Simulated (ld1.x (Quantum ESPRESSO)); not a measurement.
# Scattering properties, TM potential for Mo

| Item | Value |
| --- | --- |
| Element | molybdenum (Mo) |
| Generator | ld1.x (Quantum ESPRESSO) 7.5 |
| Type | norm-conserving Troullier–Martins (Kleinman–Bylander form) |
| Functional | PBE |
| Relativity | scalar-relativistic |
| Frozen core | [Kr] |
| Valence charge | 6 |
| Reference configuration | 4d4 5s0 5p0 (charge +2) |
| Partial waves | 5p (bound, empty): rc 3.10 bohr; 4d (bound): rc 2.30 bohr; 4f channel at 0.35 Ry: rc 2.95 bohr; 5s (bound, empty): rc 2.35 bohr |
| Local potential | the s channel |
| Core correction | none |

The phase is arctan(r·u′/u) with u = r·R(r), unwrapped; energies in Ry, scanned from -4 to 5 Ry. A pole is an energy at which the radial function vanishes at the test radius. The pseudo phase is shifted by a multiple of π to meet the all-electron one at the reference energy, and phase errors are pseudo minus all-electron; the curves can meet again beyond the range given. Levels narrower than the energy grid can be missing from the lists of poles.

| channel | radius (bohr) | reference energy (Ry) | poles, all-electron | poles, pseudo | unbroken range about the reference energy with phases within 0.05 rad | phase error 1 Ry above the reference energy (rad) |
| --- | --- | --- | --- | --- | --- | --- |
| s | 3.34 | -1.30 | -0.40, 4.92 | -0.43, 2.68 | below 0.5 | -0.011 |
| p | 3.34 | -0.93 | 0.44 | 0.36, 4.82 | below 1.3 | -0.011 |
| d | 3.34 | -1.53 | -1.41, 2.08 | -1.41, 2.88 | below -0.5 | +0.038 |
| f | 3.34 | 0.35 | 1.02, 4.27 | 1.04 | below 1.7 | +0.017 |

Phases in the d channel:

```
E (Ry)  all-electron  pseudo
 -4.00         1.397   1.398
 -3.76         1.390   1.390
 -3.52         1.381   1.381
 -3.28         1.370   1.371
 -3.04         1.357   1.358
 -2.80         1.342   1.343
 -2.56         1.320   1.322
 -2.32         1.290   1.292
 -2.08         1.237   1.240
 -1.84         1.102   1.108
 -1.60        -0.435  -0.428
 -1.36        -1.628  -1.625
 -1.12        -1.767  -1.759
 -0.88        -1.849  -1.835
 -0.64        -1.937  -1.909
 -0.40        -2.063  -2.006
 -0.16        -2.291  -2.157
  0.08        -2.791  -2.440
  0.32        -3.616  -3.005
  0.56        -4.144  -3.716
  0.80        -4.380  -4.139
  1.04        -4.503  -4.347
  1.28        -4.578  -4.463
  1.52        -4.631  -4.536
  1.76        -4.670  -4.587
  2.00        -4.703  -4.625
  2.24        -4.731  -4.654
  2.48        -4.758  -4.679
  2.72        -4.784  -4.700
  2.96        -4.812  -4.719
  3.20        -4.844  -4.736
  3.44        -4.884  -4.753
  3.68        -4.938  -4.769
  3.92        -5.021  -4.786
  4.16        -5.169  -4.804
  4.40        -5.507  -4.823
  4.64        -6.351  -4.846
  4.88        -7.138  -4.873
```
